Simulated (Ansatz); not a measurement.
Molecule: C$_{6}$H$_{8}$, net charge 0, singlet state. SMILES: C1C2CCC=2C1
Geometry: optimised at B3LYP-D3(BJ)/def2-TZVP (Ansatz, a first-principles code).

PBE/6-31G* beside other levels, property by property. Terms: dispersion terms only where a functional's name holds one; non-relativistic; open shells spin-unrestricted; 6-31G* and kin with 6d, 5d where marked; each state is the SCF solution reached for its charge and spin; spin-orbit terms left out; 6-311+G** with 5d; atomisation electronic, to ground-state atoms; valence correlation only. CBS(X,Y): correlation extrapolated as X^-3; Hartree-Fock from the larger set. The bracket is a focal-point correction in the basis named. First-principles rows: single points at B3LYP-D3(BJ) geometries (Ansatz), with unscaled harmonic terms from B3LYP/6-31G* (Ansatz) at its own minima, enthalpies of formation by atomisation with measured atoms. Levels can end on unlike triplets.

Coupled cluster (Ansatz) is a level with limits of its own, used here on species with T1 under 0.025 (0.045 for open shells) and stable references: (a) RI-MP2/CBS(aug-cc-pVTZ,aug-cc-pVQZ)+[CCSD(T)-MP2]/aug-cc-pVTZ; (b) CCSD(T)/CBS(cc-pVTZ,cc-pVQZ).

| property | PBE/6-31G* (Ansatz) | B3LYP/6-311+G** (Ansatz) | B3LYP/def2-TZVPD (Ansatz) | PBE0/def2-TZVPD (Ansatz) | to compare with |
|---|---|---|---|---|---|
| enthalpy of formation at 298 K (kcal/mol) | 44.8 | 113.1 | 106.0 | 76.9 | 95.8 coupled cluster (b) |
| atomisation energy (kcal/mol) | 1458.6 | 1390.3 | 1397.4 | 1426.6 | 1407.6 coupled cluster (b) |
| vertical ionisation energy to the doublet (eV) | 8.46 | 8.70 | 8.68 | 8.65 | 9.07 coupled cluster (a) |
| vertical triplet-singlet gap, E(triplet) - E(singlet) (eV) | 4.68 | 4.62 | 4.60 | 4.51 | 4.92 coupled cluster (a) |

As the rows show:
- enthalpy of formation at 298 K: PBE/6-31G* lies 51.0 kcal/mol below coupled cluster.
- atomisation energy: PBE/6-31G* lies 51.0 kcal/mol above coupled cluster.
- vertical ionisation energy to the doublet: PBE/6-31G* lies 0.61 eV below coupled cluster.
- vertical triplet-singlet gap, E(triplet) - E(singlet): PBE/6-31G* lies 0.24 eV below coupled cluster.

The properties are those with a value to compare with, at most eight drawn at random. No case is left out for the size of its miss. Left out are saddle points of the reference geometry, anions that the best level run finds unbound, excited spin states, species near biochemistry, 298 K rows of species without real B3LYP wavenumbers, cases with under five habitual levels, runs that failed or that the program found above a lower state of the same kind, table entries that another table contradicts, and a share of species set aside by lot.
